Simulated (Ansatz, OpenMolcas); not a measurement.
How basis sets differ on C2H7NSi (SMILES NC1C[SiH2]1)

The species is C2H7NSi (11 atoms), meant as a singlet with charge 0. As SMILES, `NC1C[SiH2]1`. The shape is that of a PBE0-D4/def2-TZVP optimisation. This is one conformer, not always the lowest.

Each level gives the HOMO–LUMO gap (eV). The values are calculated.

```
               level          kind     program  value (eV)  CPU time
HF/ANO-RCC-MB (DKH2)  Hartree–Fock  OpenMolcas       15.42     2.5 s
           HF/STO-3G  Hartree–Fock      Ansatz       17.73    0.27 s
            HF/3-21G  Hartree–Fock  OpenMolcas       13.19       2 s
         HF/def2-SVP  Hartree–Fock  OpenMolcas       13.14     7.7 s
```

The values span 13.14 to 17.73 eV. A Hartree–Fock LUMO above zero doesn't converge with the basis: it sinks as sets grow more diffuse. Orbital gaps aren't excitation energies. CPU times are rough (shared hosts, several kinds of processor and program).
